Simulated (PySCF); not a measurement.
SrC⁺: energy against distance

Set-up: PySCF, scalar-relativistic core potentials, basis sets Sr def2-SVPD with ECP28, C def2-SVPD. Energies in eV from Sr⁺ + C in their ground configurations at the same level. State: ⁴Σ⁻ (quartet), unpaired electrons σ ↑, π ↑↑.

All columns are PBE0. A positive dipole points towards C; it is taken about the centre of mass and depends on that origin.

| R (Å) | E (eV) | μ (D) | Mulliken charge on Sr (basis-dependent) | HOMO (eV) | LUMO (eV) | Mayer bond order | ⟨S²⟩ |
| --- | --- | --- | --- | --- | --- | --- | --- |
| 2.019 | -1.734 | -4.84 | 1.08 | -11.48 | -6.91 | 1.45 | 3.75 |
| 2.113 | -2.155 | -5.30 | 1.15 | -11.38 | -6.73 | 1.37 | 3.75 |
| 2.207 | -2.393 | -5.74 | 1.21 | -11.20 | -6.79 | 1.30 | 3.75 |
| 2.278 | -2.478 | -6.06 | 1.25 | -10.97 | -6.84 | 1.26 | 3.75 |
| 2.348 | -2.502 | -6.35 | 1.27 | -10.76 | -6.89 | 1.22 | 3.75 |
| 2.418 | -2.476 | -6.63 | 1.29 | -10.56 | -6.94 | 1.18 | 3.75 |
| 2.512 | -2.383 | -6.98 | 1.31 | -10.32 | -7.02 | 1.14 | 3.75 |
| 2.630 | -2.202 | -7.35 | 1.33 | -10.06 | -7.11 | 1.10 | 3.75 |
| 2.771 | -1.930 | -7.71 | 1.34 | -9.81 | -7.22 | 1.06 | 3.75 |
| 2.958 | -1.532 | -7.96 | 1.33 | -9.59 | -7.33 | 1.00 | 3.75 |

A fit through these points gives, at Re = 2.343 Å, μ = -6.33 D and dμ/dR = -4.11 D/Å; the reduced mass is 10.56 u.

Task: How strong is the fundamental in the double-harmonic approximation, I = 42.26·(dμ/dR)²/μred km/mol?

Result: I = 42.26·(-4.11)²/10.56 = 67.6 km/mol at PBE0.

Spin–orbit coupling is left out. For an ion De counts to the pair picked by the measured ionisation energies or electron affinities, which need not be the lowest pair at this level. The state was picked by a PBE0 search and need not be the measured ground state.
